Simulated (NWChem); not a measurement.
System: C2H7Sb; SMILES [SbH]([CH3])[CH3]

Excerpt of the output:

```
             Northwest Computational Chemistry Package (NWChem) 7.3.0
             --------------------------------------------------------

                             Geometry "geometry" -> ""
                             -------------------------

 Output coordinates in angstroms (scale by  1.889725989 to convert to a.u.)

  No.       Tag          Charge          X              Y              Z
 ---- ---------------- ---------- -------------- -------------- --------------
    1 Sb                  51.0000    -0.38290400     0.01496200     0.00000000
    2 H                    1.0000    -0.54195900    -1.70065000     0.00000000
    3 C                    6.0000     1.08672600     0.00951900     1.60361500
    4 H                    1.0000     1.88695800    -0.71428700     1.39768500
    5 H                    1.0000     1.51928100     1.01599100     1.69651100
    6 H                    1.0000     0.59543800    -0.24944000     2.55225100
    7 C                    6.0000     1.08672600     0.00951900    -1.60361500
    8 H                    1.0000     1.88695800    -0.71428700    -1.39768500
    9 H                    1.0000     0.59543800    -0.24944000    -2.55225100
   10 H                    1.0000     1.51928100     1.01599100    -1.69651100

 Effective nuclear repulsion energy (a.u.)     258.2537752870

                                 NWChem DFT Module
                                 -----------------

 Summary of "ao basis" -> "ao basis" (spherical)
 ------------------------------------------------------------------------------
       Tag                 Description            Shells   Functions and Types
 ---------------- ------------------------------  ------  ---------------------
 Sb                        def2-svpd                12       32   5s4p3d
 H                         def2-svpd                 4        8   2s2p
 C                         def2-svpd                 8       20   4s2p2d

            General Information
            -------------------
          SCF calculation type: DFT
          Wavefunction type:  closed shell.
          No. of atoms     :    10
          No. of electrons :    42
           Alpha electrons :    21
            Beta electrons :    21
          Charge           :     0
          Spin multiplicity:     1
          Use of symmetry is: off; symmetry adaption is: off
          Maximum number of iterations: 150
          AO basis - number of functions:   128
                     number of shells:    56
          Convergence on energy requested:  1.00D-06
          Convergence on density requested:  1.00D-05
          Convergence on gradient requested:  5.00D-04

              XC Information
              --------------
                         B3LYP Method XC Potential
                     Hartree-Fock (Exact) Exchange  0.200
                        Slater Exchange Functional  0.800 local
                    Becke 1988 Exchange Functional  0.720 non-local
              Lee-Yang-Parr Correlation Functional  0.810
                  VWN I RPA Correlation Functional  0.190 local

             Grid Information
             ----------------
          Grid used for XC integration:  medium
          Radial quadrature: Mura-Knowles
          Angular quadrature: Lebedev.
          Tag              B.-S. Rad. Rad. Pts. Rad. Cut. Ang. Pts.
          ---              ---------- --------- --------- ---------
          Sb                  1.45      123          10.0       590
          H                   0.35       45          13.0       434
          C                   0.70       49          11.0       434
          Grid pruning is: on
          Number of quadrature shells:   536
          Spatial weights used:  Erf1

      Superposition of Atomic Density Guess
      -------------------------------------

 Sum of atomic energies:        -356.35354916

      Non-variational initial energy
      ------------------------------

 Total energy =    -319.310956
 1-e energy   =    -792.938180
 2-e energy   =     338.050986
 HOMO         =      -0.258026
 LUMO         =       0.019091

   convergence    iter        energy       DeltaE   RMS-Dens  Diis-err
 ---------------- ----- ----------------- --------- --------- ---------
 d= 0,ls=0.0,diis     1   -320.6608855386 -4.56D+02  9.62D-03  2.04D-01
 d= 0,ls=0.0,diis     2   -320.6823247675 -2.14D-02  2.42D-03  3.11D-02
 d= 0,ls=0.0,diis     3   -320.6827231315 -3.98D-04  1.08D-03  3.12D-02
 d= 0,ls=0.0,diis     4   -320.6872567659 -4.53D-03  1.99D-04  2.77D-04
 d= 0,ls=0.0,diis     5   -320.6872992974 -4.25D-05  3.82D-05  1.39D-05
  Resetting Diis
 d= 0,ls=0.0,diis     6   -320.6873009007 -1.60D-06  6.70D-06  2.01D-07
 d= 0,ls=0.0,diis     7   -320.6873009377 -3.70D-08  3.11D-06  2.42D-08

         Total DFT energy =     -320.687300937702
      One electron energy =     -796.303571309533
           Coulomb energy =      372.918021886796
    Exchange-Corr. energy =      -32.877989947001
 Nuclear repulsion energy =      135.576238432035

 Numeric. integr. density =       42.000002377494

                       DFT Final Molecular Orbital Analysis
                       ------------------------------------

 Vector   19  Occ=2.000000D+00  E=-3.129083D-01
              MO Center=  1.3D-02, -6.1D-01, -2.4D-08, r^2= 3.4D+00
   Bfn.  Coefficient  Atom+Function         Bfn.  Coefficient  Atom+Function
  ----- ------------  ---------------      ----- ------------  ---------------
    33      0.354648   2 H  s                13     -0.299046   1 Sb py
    12     -0.217248   1 Sb px               16     -0.212442   1 Sb py
    45      0.148923   3 C  px               89      0.148923   7 C  px
    34      0.135599   2 H  s                69      0.134061   5 H  s
   121      0.134061  10 H  s                10      0.112944   1 Sb py

 Vector   20  Occ=2.000000D+00  E=-3.010412D-01
              MO Center=  5.9D-01, -1.6D-03,  1.2D-08, r^2= 3.6D+00
   Bfn.  Coefficient  Atom+Function         Bfn.  Coefficient  Atom+Function
  ----- ------------  ---------------      ----- ------------  ---------------
    14      0.381482   1 Sb pz               47     -0.281136   3 C  pz
    91     -0.281136   7 C  pz               17      0.196548   1 Sb pz
    45     -0.166979   3 C  px               89      0.166979   7 C  px
    11     -0.142142   1 Sb pz               50     -0.137873   3 C  pz
    94     -0.137873   7 C  pz               77     -0.134946   6 H  s

 Vector   21  Occ=2.000000D+00  E=-2.400052D-01
              MO Center= -3.6D-01,  1.0D-01,  2.5D-10, r^2= 3.3D+00
   Bfn.  Coefficient  Atom+Function         Bfn.  Coefficient  Atom+Function
  ----- ------------  ---------------      ----- ------------  ---------------
    12      0.377334   1 Sb px                3     -0.326237   1 Sb s
     4     -0.321378   1 Sb s                13     -0.259314   1 Sb py
    16     -0.163136   1 Sb py               45     -0.157395   3 C  px
    89     -0.157395   7 C  px               33      0.155276   2 H  s
     1      0.153456   1 Sb s                15      0.152348   1 Sb px

 Vector   22  Occ=0.000000D+00  E=-1.006729D-02
              MO Center= -2.6D-01, -1.7D-02, -9.1D-07, r^2= 7.1D+00
   Bfn.  Coefficient  Atom+Function         Bfn.  Coefficient  Atom+Function
  ----- ------------  ---------------      ----- ------------  ---------------
    44      1.558939   3 C  s                88     -1.558940   7 C  s
    78     -0.659286   6 H  s               114      0.659287   9 H  s
    31      0.491491   1 Sb d  1             43      0.409957   3 C  s
    87     -0.409958   7 C  s                14      0.348962   1 Sb pz
    70     -0.325912   5 H  s               122      0.325912  10 H  s

 Vector   23  Occ=0.000000D+00  E=-9.497687D-03
              MO Center=  1.5D-01,  5.8D-02,  8.6D-07, r^2= 7.0D+00
   Bfn.  Coefficient  Atom+Function         Bfn.  Coefficient  Atom+Function
  ----- ------------  ---------------      ----- ------------  ---------------
    44      0.930825   3 C  s                88      0.930823   7 C  s
    43      0.643561   3 C  s                87      0.643561   7 C  s
    62     -0.537896   4 H  s               106     -0.537896   8 H  s
    70     -0.415190   5 H  s               122     -0.415189  10 H  s
    78     -0.385792   6 H  s               114     -0.385791   9 H  s

 Vector   24  Occ=0.000000D+00  E= 2.103596D-02
              MO Center= -1.2D+00, -1.4D-01, -2.6D-08, r^2= 7.9D+00
   Bfn.  Coefficient  Atom+Function         Bfn.  Coefficient  Atom+Function
  ----- ------------  ---------------      ----- ------------  ---------------
     5      3.158290   1 Sb s                 4     -1.313766   1 Sb s
    44     -1.264796   3 C  s                88     -1.264796   7 C  s
    15      0.498209   1 Sb px                3     -0.430463   1 Sb s
    32      0.259862   1 Sb d  2             43      0.206140   3 C  s
    87      0.206140   7 C  s                16     -0.193111   1 Sb py

     Multipole analysis of the density
     ---------------------------------

     L   x y z        total         alpha         beta         nuclear
     -   - - -        -----         -----         ----         -------
     0   0 0 0     -0.000000    -21.000000    -21.000000     42.000000

[...]

 DFT Linear Response polarizability / au
 Frequency  =       0.0773000 / au
 Wavelength =     589.4353558 / nm
              X              Y              Z
 -----------------------------------------------
 X      77.1485022      1.2960074     -0.0000001
 Y       1.2959960     66.7725960      0.0000000
 Z      -0.0000001      0.0000000     85.2192852
 -----------------------------------------------
 Eigenvalues =      77.3079309     66.6131672     85.2192852
 Isotropic   =      76.3801278
 Anisotropic =      16.1733596
 -----------------------------------------------

 Magnetic Dipole Response Matrix (nonzero elements):

 Exiting AOResponse driver routine
```

Level: B3LYP/def2-SVPD with def2 effective core potentials on Sb. Structure relaxed at the PBE0/def2-SVP level. B3LYP is NWChem's, with the RPA form of VWN correlation. def2 effective core potentials on Sb; no spin-orbit coupling.

### Question
Which NWChem input produces such a log?

### Answer
This is not unique; one that fits is the input that was run:
```
start job
memory heap 200 mb stack 900 mb global 1100 mb
geometry units angstroms noautosym nocenter noautoz
  Sb    -0.382904     0.014962     0.000000
  H     -0.541959    -1.700650     0.000000
  C      1.086726     0.009519     1.603615
  H      1.886958    -0.714287     1.397685
  H      1.519281     1.015991     1.696511
  H      0.595438    -0.249440     2.552251
  C      1.086726     0.009519    -1.603615
  H      1.886958    -0.714287    -1.397685
  H      0.595438    -0.249440    -2.552251
  H      1.519281     1.015991    -1.696511
end
basis spherical
  Sb library def2-svpd
  H library def2-svpd
  C library def2-svpd
end
ecp
  Sb library def2-ecp
end
dft
  xc b3lyp
  iterations 150
end
property
  response 1 0.0773
end
task dft property
```
